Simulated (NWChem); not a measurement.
**Atomisation of H5B3N3**

```xyz
11

B     -1.2837     0.0000    -0.8075
N      0.0000     0.0000    -1.3665
B      1.2837     0.0000    -0.8075
N      1.2298     0.0000     0.6313
B      0.0000     0.0000     1.3617
N     -1.2298     0.0000     0.6313
H     -2.3152     0.0000    -1.4337
H      2.3152     0.0000    -1.4337
H      2.1023     0.0000     1.1453
H      0.0000     0.0000     2.5709
H     -2.1023     0.0000     1.1453
```
Charge 0, spin multiplicity 2.

Everything below was run with NWChem. Structure: optimised with UPBE0/def2-SVP, a minimum by its harmonic frequencies. It is one conformer; others weren't searched.

Basis set: def2-SVP. The atomisation energy is electronic alone: no zero-point, thermal, spin-orbit or counterpoise terms. No value is extrapolated to the basis-set limit. Free atoms are single determinants with multiplicities B 2, N 4, H 2. Correlated methods freeze the same cores in atoms and molecule, 6 orbitals in all.

Relative cost: rough, from shared machines, SCF included, LDA (SVWN5) = 1. Costs are the molecule's.

B3LYP has NWChem's definition, with VWN1-RPA local correlation. GW and range-separated runs recompute their integrals, the others keep them in memory, which bears on the times. The structure started from a generated list of species. The unpaired electrons of the parent sit in orbitals of symmetry a1 (C2v labels of the run); other states weren't searched. The stability of the SCF solutions was not checked. Open-shell Hartree-Fock references start from PBE0 orbitals; any time given for them includes that run.

```json
[
 {"method": "LDA (SVWN5)", "atomisation energy (kcal/mol)": "1289.2", "relative cost": "1"},
 {"method": "PBE0", "atomisation energy (kcal/mol)": "1126.3", "relative cost": "under 3"},
 {"method": "B3LYP", "atomisation energy (kcal/mol)": "1120.5", "relative cost": "under 3"},
 {"method": "PBE", "atomisation energy (kcal/mol)": "1150.0", "relative cost": "under 3"},
 {"method": "TPSS", "atomisation energy (kcal/mol)": "?", "relative cost": "under 3"},
 {"method": "HF", "atomisation energy (kcal/mol)": "826.2", "relative cost": "under 3"},
 {"method": "MP2", "atomisation energy (kcal/mol)": "?", "relative cost": "3"},
 {"method": "CAM-B3LYP", "atomisation energy (kcal/mol)": "1129.6", "relative cost": "8"},
 {"method": "LC-wPBE (omega 0.3 per bohr)", "atomisation energy (kcal/mol)": "?", "relative cost": "10"}
]
```

Task: Some entries are withheld; supply them.

Result: 
- TPSS, atomisation energy (kcal/mol): 1123.0
- MP2, atomisation energy (kcal/mol): 1063.9
- LC-wPBE (omega 0.3 per bohr), atomisation energy (kcal/mol): 1134.3
